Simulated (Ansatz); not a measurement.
Species: C4H4, SMILES `C=C1C=C1` (charge 0, multiplicity 1).

Problem. Give a relaxed geometry from B3LYP-D3(BJ)/def2-TZVP in Ansatz (an electronic-structure program).

Solution. the end point of this relaxation (outside a Z-matrix the atoms follow the SMILES, hydrogens last).
Z-matrix (Å, degrees):
```
C
C 1 1.3255
H 2 1.0809 1 120.92
H 2 1.0809 3 118.16 1 179.90
C 1 1.4359 2 152.78 3 0.01
C 5 1.3135 1 62.78 2 180.00
H 6 1.0766 5 147.81 1 180.00
H 5 1.0766 6 147.81 7 -0.01
```
